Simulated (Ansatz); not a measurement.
AlCl₂ (SMILES [Cl][Al][Cl]), doublet, at a GFN2-xTB geometry (such geometries of metal compounds can be far from the true shape). Base run: MP2/def2-TZVP (Ansatz, a first-principles code).

Here is a job for Ansatz.
Ansatz 0.2 input:
```yaml
crystal:
  periodic: [false, false, false]
  atoms:
    - {symbol: Al, position_ang: [0.00160221, 0.63542259, 0.02351302]}
    - {symbol: Cl, position_ang: [1.85128917, -0.24859337, 0.01717242]}
    - {symbol: Cl, position_ang: [-1.85251440, -0.23731802, -0.03515296]}
basis:
  gaussian:
    orbitals: def2-TZVP
magnetization: {spin_polarized: true, initial_magnetization: 1}
correlation: {method: mp2}
```

Variants of this job, named by their change:

| change | ΔE vs base (kcal/mol) | MP2 correlation (Eh) | basis functions | core-seconds (rough) |
|---|---|---|---|---|
| base | 0.000 | -0.41651 | 111 | 2 |
| reference functional = pbe0 | (withheld) | - | 111 | 5 |
| accuracy = high | -0.002 | -0.41651 | 111 | 5 |
| method = bccd_t | -34.87 | -0.41651 | 111 | 20 |
| fitting = cc-pVTZ-JKFIT (mean field), cc-pVTZ-RIFIT (correlation) | 0.226 | -0.41632 | 111 | 1 |
| lower_state_search = off | 0.000 | -0.41651 | 111 | 2 |
| method = ccsd | (withheld) | -0.41651 | 111 | 20 |
| method = ccsd_t | -34.82 | -0.41651 | 111 | 20 |
| electrons = all | (withheld) | (withheld) | 111 | 3 |
| electrons = outside_noble_gas | 0.000 | -0.41651 | 111 | 3 |

Problem. What belongs in the gaps?

Solution. 
- reference functional = pbe0, ΔE vs base (kcal/mol): 1.01
- method = ccsd, ΔE vs base (kcal/mol): -22.63
- electrons = all, ΔE vs base (kcal/mol): -200.3
- electrons = all, MP2 correlation (Eh): -0.73569
